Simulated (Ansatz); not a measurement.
Molecule (SMILES): Br (HBr).
Geometry (B3LYP-D3(BJ)/def2-TZVP, fixed):
```xyz
2

Br     0.0000     0.0000    -0.0396
H      0.0000     0.0000     1.3852
```

Basis-set convergence of the dipole moment at MP2 with Ansatz (a quantum-chemistry and plane-wave program). Dipoles come from the density behind the forces; the sign is taken along the dipole that this method gives in the largest set. The reference of a correlated method is not its basis-set limit, which lies further on. All functions are spherical. Cores are frozen (with 3d on Ga to Br). No added dispersion term, no relativity. Reference: the value in aug-cc-pV5Z, 0.873 D, itself unsure by roughly 0.008 D (its mean distance from aug-pcseg-3, aug-cc-pVQZ, def2-QZVPPD). Deviations are taken from unrounded values.

```csv
basis,functions
cc-pVDZ,32
aug-cc-pVDZ,45
cc-pVTZ,57
aug-cc-pVTZ,82
cc-pVQZ,98
aug-cc-pVQZ,139
cc-pV5Z,159
aug-cc-pV5Z,220
```

Problem. Which is the smallest correlation-consistent set listed that can be trusted to 0.05 D here, that is, within that of the reference together with its larger relatives (same family, alike in diffuse functions; a set with none to test it counts only in the reference's own line)?

Solution. The smallest set listed that lies within 0.05 D of the reference with all its larger relatives (same family, alike in diffuse functions; a set with none counts only in the reference's own line) is aug-cc-pVDZ (45 functions, 0.035 D off). Value minus reference: cc-pVDZ 0.221, aug-cc-pVDZ 0.035, cc-pVTZ 0.079, aug-cc-pVTZ -0.020, cc-pVQZ 0.031, aug-cc-pVQZ -0.007, cc-pV5Z 0.020, aug-cc-pV5Z 0.000 D.
